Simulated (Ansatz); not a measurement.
Basis-set series for C$_{2}$H$_{10}$AlAsO (`[CH3][Al-]([CH3])([OH])[AsH3+]`). Total charge 0; spin multiplicity 1. Geometry: relaxed with PBE0-D4/def2-TZVP. It is one conformer, not always the lowest.

```xyz
15

C     1.425    1.311    0.714
Al    0.532   -0.394    0.317
C     0.810   -1.355   -1.365
O    -0.021   -1.371    1.628
As   -2.012    0.512   -0.209
H     2.475    1.145    0.980
H     1.424    1.983   -0.149
H     0.967    1.849    1.551
H     0.091   -2.170   -1.495
H     1.808   -1.806   -1.390
H     0.738   -0.700   -2.240
H     0.045   -1.071    2.533
H    -3.034   -0.566   -0.479
H    -2.777    1.184    0.907
H    -2.470    1.450   -1.303
```

```csv
functional,basis,functions,energy (Eh),HOMO (eV),LUMO (eV)
PBE0-D4,def2-SVP,142,-2634.78577,-7.07,0.14
PBE0-D4,def2-TZVPP,323,-2635.33580,-7.17,-0.02
ωB97M-V,def2-SVP,142,-2635.11091,-9.32,2.06
ωB97M-V,def2-TZVPP,323,-2635.66908,-9.44,1.67
```

**Question.** Give the rows for def2-QZVPP. (Estimate.)

**Answer.** The calculation gave: 
```json
{"functional": "PBE0-D4", "basis": "def2-QZVPP", "functions": "630", "energy (Eh)": "-2635.40144", "HOMO (eV)": "-7.20", "LUMO (eV)": "-0.20"}
{"functional": "ωB97M-V", "basis": "def2-QZVPP", "functions": "630", "energy (Eh)": "-2635.73300", "HOMO (eV)": "-9.46", "LUMO (eV)": "1.04"}
```

Positive LUMOs are unbound and depend on the basis. Scalar relativity is left out up to krypton.

Program: Ansatz 0.2.0.
